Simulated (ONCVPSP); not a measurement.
**What one change does to a pseudopotential (As, ONCV)**

```
Element                 : arsenic (As)
Generator               : ONCVPSP 4.0.1
Type                    : optimised norm-conserving Vanderbilt (ONCV)
Functional              : LDA (Perdew-Zunger)
Relativity              : scalar-relativistic
Frozen core             : [Ar]
Valence charge          : 15
Reference configuration : 3d10 4s1.5 4p3.5
Partial waves           : 4s: rc 1.40 bohr, ncon 4, nbas 7, qcut 4.8 1/bohr, 2 projectors, debl 1.3 Ha; 4p: rc 1.55 bohr, ncon 4, nbas 7, qcut 5.7 1/bohr, 2 projectors, debl 2.3 Ha; 3d: rc 0.80 bohr, ncon 4, nbas 8, qcut 15.5 1/bohr, 2 projectors, debl 1.7 Ha
Local potential         : polynomial inside 0.60 bohr (lpopt 5, dvloc0 0 Ha)
Core correction         : none
```

Change: p: qcut 6.4.

Cutoffs: the cutoffs (Ha) at which the residual kinetic energy of the hardest occupied pseudo-wave falls to 1 and 0.1 mHa per electron; they do not see the model core or the augmentation charge, which bear on the density cutoff. Errors are all-electron minus pseudo energies relative to the spin-unpolarised reference configuration.

Task: What does the change do?

Result: The potential gets neither clearly harder nor softer (159 Ha and 366 Ha → 159 Ha and 366 Ha); both files keep a bound ghost (s); the lowest positive-energy flag moves from p at 2.8 eV to p at 6.0 eV; the errors of the 3 common tests hardly move.

| quantity | base | changed |
| --- | --- | --- |
| cutoff, loose | 159 Ha | 159 Ha |
| cutoff, tight | 366 Ha | 366 Ha |
| loose cutoff by channel | s 10 Ha, p 8.7 Ha, d 159 Ha | s 10 Ha, p 8.4 Ha, d 159 Ha |
| bound ghosts | s | s |
| GHOST(+) flags under 300 eV | p at 2.8 eV | p at 6.0 eV |
| tests with a reliable result | 3 of 4 | 3 of 4 |
| error for 3d10 4s2 4p3, meV [ΔE -4.71 eV] | +0.4 | +0.4 |
| error for 3d10 4s2 4p2, meV [ΔE 4.62 eV] | -0.3 | -0.5 |
| error for 3d10 4s2 4p2.5, meV [ΔE -1.07 eV] | -0.2 | -0.2 |
| s: phases at 1.42 bohr within 0.05 rad from the reference energy up to (Ha; the scan ends near 5) | to the end of the scan | to the end of the scan |
| p: phases at 1.57 bohr within 0.05 rad from the reference energy up to (Ha; the scan ends near 5) | 0.1 | 0.2 |
| d: phases at 0.81 bohr within 0.05 rad from the reference energy up to (Ha; the scan ends near 5) | to the end of the scan | to the end of the scan |

 A true bound ghost makes a file unfit for plane-wave use even where its test errors are small: the radial tests pick states by their node count and pass the ghost by.
